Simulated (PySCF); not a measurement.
**Trend along the alkali metals: MLi molecules**

CCSD(T) with double-zeta basis sets in PySCF, for the lowest determinant that a PBE0 search found; no spin–orbit coupling. De refers to high-spin ground-configuration atoms.

```csv
M,basis,"reference, frozen orbitals",state (unpaired electrons),Re (Å),ωe (cm⁻¹),De (eV)
Li,def2-SVPD,"RHF, 0",singlet (closed shell),2.779,318,0.89
Na,jorge-DZP-DKH,"RHF, 1",singlet (closed shell),2.927,249,0.86
K,x2c-SVPall,"RHF, 5",singlet (closed shell),3.447,198,0.67
Rb,def2-SVP,"RHF, 0",singlet (closed shell),3.573,179,0.59
Cs,def2-SVP,"RHF, 0",singlet (closed shell),3.792,172,0.59
```

The shortest bond is that of Li2 (2.779 Å), the longest that of CsLi (3.792 Å).

The rows differ in basis set, which adds steps of its own.

Down a group the atoms grow and get heavier, so bonds lengthen and wavenumbers fall; this series shows no clear exception.

Correlated steps freeze the inner cores (0 to 5 orbitals); shallow outer-core shells are correlated. Correlated levels converge slowly with the basis: in double zeta they bind strong bonds too weakly, by up to about 1 eV, and carry superposition errors of some tenths. Spin–orbit coupling is left out. Where the molecule has an RHF reference, its open-shell atoms are computed with UHF.
